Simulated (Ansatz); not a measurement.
Reaction (redistribution): `[SiH3][Se]BCl` + `O[SiH2][SeH]` → `ClB[SeH]` + `O[SiH2][Se][SiH3]`

Computed with Ansatz on PBE0-D4/def2-TZVP structures; ΔE is electronic, products minus reactants. CCSD(T)/CBS adds triple-zeta CCSD(T) − MP2 to the extrapolated MP2 energy (def2 sets, frozen cores). For Se outer-core shells are correlated without core-valence functions, which leaves a few kJ/mol of doubt a bond. Scalar relativity is left out up to krypton. One conformer a species, not always the lowest.

```
            species  HF/def2-QZVPP energy (Eh)
    `[SiH3][Se]BCl`                -3175.47150
     `O[SiH2][SeH]`                -2766.15229
         `ClB[SeH]`                -2885.33239
`O[SiH2][Se][SiH3]`                -3056.29401
```

Work out ΔE.

ΔE = (-2885.33239) + (-3056.29401) − (-3175.47150) − (-2766.15229) = -0.00261 Eh = -1.6 kcal/mol. CCSD(T)/CBS gives -2.2 kcal/mol.

Largest T1 diagnostic among the species: 0.012.
